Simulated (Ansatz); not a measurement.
`CO[SiH2]B(O)F`. The species carries charge 0 and has multiplicity 1.

Z-matrix (Å, degrees):
```
C
O 1 1.410
H 1 1.091 2 108.5
H 1 1.096 2 111.3 3 -119.4
H 1 1.096 2 111.2 3 119.4
Si 2 1.659 1 123.2 3 179.4
B 6 2.029 2 100.2 1 -180.0
H 6 1.493 2 110.4 1 59.0
H 6 1.493 2 110.4 1 -58.9
O 7 1.347 6 118.7 2 -0.1
F 7 1.327 6 124.0 2 179.9
H 10 0.964 7 111.3 6 0.0
```

**Question.** Give the diagnostics of a CCSD(T)/def2-TZVPP run (frozen core, Ansatz 0.2.0). (Best estimate.)

**Answer.** Computed: T1 = 0.0129, largest single amplitude 0.031, largest double 0.031, (T) share of the correlation energy 3.4 %, 9 CCSD cycles. The RHF solution is stable towards an unrestricted one. T1 lies under the customary mark of 0.02 for closed shells.
